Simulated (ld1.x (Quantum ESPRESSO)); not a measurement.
## Before and after: TM semilocal potential for gadolinium (Gd)

gadolinium, norm-conserving Troullier–Martins (semilocal form), made with ld1.x (Quantum ESPRESSO) 7.5 (Wu–Cohen, scalar-relativistic). Core [Xe] 4f7, reference 5d1 6s0 6p0 (charge +2). Waves: 6p (bound, empty): rc 3.55 bohr; 5d (bound): rc 2.15 bohr; 6s (bound, empty): rc 2.90 bohr. Local part: the s channel. Core correction: none.

All-electron outer shells of the reference configuration (Wu–Cohen, scalar-relativistic, ld1.x):

| shell | level (eV) | outermost node (bohr) | outermost maximum (bohr) |
| --- | --- | --- | --- |
| 4f | -22.49 | – | 0.56 |
| 5d | -15.13 | 0.79 | 1.88 |
| 6s | -14.85 | 1.58 | 3.05 |
| 6p | -10.56 | 1.87 | 3.78 |

Change: wave 5d (bound): rc 2.15 bohr becomes 5d (bound): rc 1.32 bohr.

Cutoffs: the cutoffs (Ry, on a coarse ladder) from which the occupation-weighted sum of valence levels, in a spherical-Bessel basis at the reference potential, stays within 10 and 1 mRy of its value at 400 Ry; they do not see the model core or the augmentation charge, which bear on the density cutoff. Errors are all-electron minus pseudo energies relative to the spin-unpolarised reference configuration.

**Question.** How do hardness, ghosts and transferability respond?

**Answer.** The potential gets harder (15 Ry and 18 Ry → 90 Ry and 110 Ry); the errors of the 7 common tests hardly move; the range in which the d phases agree narrows (upper end 3.5 → 0.2); neither file shows a bound ghost. A smaller radius makes the pseudo-wave follow the all-electron one further in, where it bends more sharply, so more plane waves are needed. A semilocal file is local in each channel, so a ghost entry of none says nothing of the separable form that plane-wave codes build from it.

| quantity | base | changed |
| --- | --- | --- |
| cutoff, loose | 15 Ry | 90 Ry |
| cutoff, tight | 18 Ry | 110 Ry |
| bound ghosts | none | none |
| error for 5d1 6s2 6p0, meV [ΔE -18.66 eV] | +630 | +630 |
| error for 5d1 6s1 6p0, meV [ΔE -11.98 eV] | +338 | +338 |
| error for 5d1 6s1.5 6p0, meV [ΔE -15.96 eV] | +502 | +502 |
| error for 5d0 6s2 6p1, meV [ΔE -16.80 eV] | +906 | +899 |
| error for 5d1 6s1 6p1, meV [ΔE -15.74 eV] | +545 | +545 |
| error for 5d0 6s2 6p0, meV [ΔE -12.57 eV] | +746 | +738 |
| error for 5d1 6s0 6p1, meV [ΔE -8.38 eV] | +280 | +280 |
| s: phases at 3.85 bohr within 0.05 rad from the reference energy up to (Ry; the scan ends near 5) | 0.3 | 0.3 |
| p: phases at 3.85 bohr within 0.05 rad from the reference energy up to (Ry; the scan ends near 5) | 0.5 | 0.5 |
| d: phases at 3.85 bohr within 0.05 rad from the reference energy up to (Ry; the scan ends near 5) | 3.5 | 0.2 |
